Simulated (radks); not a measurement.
Q: These are the eigenvalues of the occupied orbitals of an atom or ion with whole-number occupations (hartree). Method: non-relativistic Kohn-Sham, PBE, spin-polarised, spherical densities, point nucleus; computed with a radial shooting solver on a logarithmic mesh with Libxc functionals.

| orbital | eigenvalue |
|---|---|
| 1s up | -108.4492 |
| 1s down | -108.3666 |
| 2s up | -15.98296 |
| 2s down | -15.83035 |
| 2p up | -13.94239 |
| 2p down | -13.76720 |

Which element is it, and in what charge state? The configuration may be excited. Open shells, if any, are filled with parallel spins first.

A: Z = 17, chlorine, charge +8: Cl8+ in [He] 2s2 2p5. The list shows which subshells hold electrons but not how many an open one holds; the 1s level, -108.45 hartree, gives Z - s = 14.7 by -(Z - s)^2/2, which with screening narrows Z to a few neighbours, and the depths of the outer levels then fix element, charge and occupations together.
